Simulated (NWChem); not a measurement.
System: C4H7Cl; SMILES ClC1CCC1

NWChem input:

```
start job
memory heap 200 mb stack 900 mb global 1100 mb
geometry units angstroms noautosym nocenter noautoz
  Cl     0.110314     1.821284     0.000000
  C      0.544709     0.060016     0.000000
  C     -0.068449    -0.843970    -1.086374
  C     -0.167258    -1.953514     0.000000
  C     -0.068449    -0.843970     1.086374
  H      1.635789     0.025017     0.000000
  H      0.531230    -1.031452    -1.981559
  H     -1.058471    -0.485554    -1.382622
  H      0.708683    -2.609515     0.000000
  H     -1.069740    -2.570620     0.000000
  H      0.531230    -1.031452     1.981559
  H     -1.058471    -0.485554     1.382622
end
basis spherical
  Cl library pcsseg-1
  C library pcsseg-1
  H library pcsseg-1
end
dft
  xc slater vwn_5
  iterations 150
end
property
  shielding 9 1 2 3 4 6 7 8 9 10
end
task dft property
```

Geometry: optimised at B3LYP/6-31G* (spherical d).

GIAO values for the isolated, static molecule; σ is the absolute isotropic shielding, δ = σ(reference) − σ with the isolated reference molecule computed at the same levels (13C: tetramethylsilane, 1H: tetramethylsilane).

Atoms are numbered as in the input.

Problem. Predict the main results of this run. (LDA (Slater exchange, VWN5)/pcSseg-1, GIAO.) Quantities: σ Cl1 (ppm); δ C2 (ppm); δ C3 (ppm); δ H6 (ppm); δ H7 (ppm); δ H9 (ppm); δ H10 (ppm).

Solution. 
```yaml
"σ Cl1 (ppm)": 690.8
"δ C2 (ppm)": 66.4
"δ C3 (ppm)": 39.8
"δ H6 (ppm)": 4.41
"δ H7 (ppm)": 2.37
"δ H9 (ppm)": 1.59
"δ H10 (ppm)": 1.80
```
